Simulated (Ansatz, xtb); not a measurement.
Diatomic RuN, multiplicity 6 (lowest of 2S+1 = 2, 4, 6, 8 at CCSD(T)/def2-TZVPP on PBE0 minima; our sources give no spin for the ground state, which may be another). No spin–orbit coupling. The T1 diagnostic near the minimum is 0.063, so single-reference values are doubtful.

Constants: fifth-degree fit in 1/R to seven points, most abundant isotopes. Runs in def2 and cc sets follow the lowest solution found near the PBE0 minimum.

The values were computed with Ansatz (Gaussian basis) for Hartree–Fock, density functionals and correlated methods; xtb for the GFN methods. Each number belongs to the level named beside it. In def2 rows elements past Kr take small-core potentials, without spin–orbit coupling. The GFN methods have no spin term and hold the electronic entropy of 300 K.

```
level                                r_e (Å)  ω_e (cm⁻¹)  ω_e x_e (cm⁻¹)  B_e (cm⁻¹)  dipole (D)
-----------------------------------  -------  ----------  --------------  ----------  ----------
GFN1-xTB                               1.794         762             6.7       0.426           -
SVWN5/def2-TZVPP                       1.699         918             4.7       0.474        3.20
PBE/def2-TZVPP                         1.724         860             5.0       0.461        3.21
r2SCAN/def2-TZVPP                      1.712         875             5.6       0.467        3.30
B97M-V/def2-TZVPP                      1.722         841             6.4       0.462        3.48
B3LYP/def2-TZVPP                       1.732         819             6.0       0.456        3.51
PBE0/def2-TZVPP                        1.712         847             6.4       0.467        3.50
BHLYP/def2-TZVPP                       1.738         719             9.6       0.453        3.86
CAM-B3LYP/def2-TZVPP                   1.714         839             7.1       0.466        3.66
wB97X-V/def2-TZVPP                     1.708         844             7.6       0.470        3.71
wB97M-V/def2-TZVPP                     1.705         851             7.5       0.471        3.68
B2PLYP/def2-TZVPP                      1.698        1007             8.8       0.475           -
CCSD/def2-TZVPP                        1.718         854             6.6       0.464           -
CCSD/def2-QZVPP                        1.712         849             6.8       0.467           -
CCSD(T)/def2-TZVPP                     1.726         858             3.7       0.460           -
CCSD(T)/def2-QZVPP                     1.722         855             3.7       0.462           -
CCSD(T)/CBS(def2-TZVPP, def2-QZVPP)    1.719         857             3.8       0.463           -
```

Correlated levels freeze the inner cores; with def2 sets outer-core shells near the valence are correlated too. CBS(a, b) extrapolates the correlation energy as X⁻³ and adds the Hartree–Fock energy of set b.

Doubts at one or more of the structures used: T1 above 0.05 (CCSD/def2-TZVPP, CCSD/def2-QZVPP, CCSD(T)/def2-TZVPP, CCSD(T)/def2-QZVPP, CCSD(T)/CBS(def2-TZVPP, def2-QZVPP)).

Ansatz is a program for electronic structure.
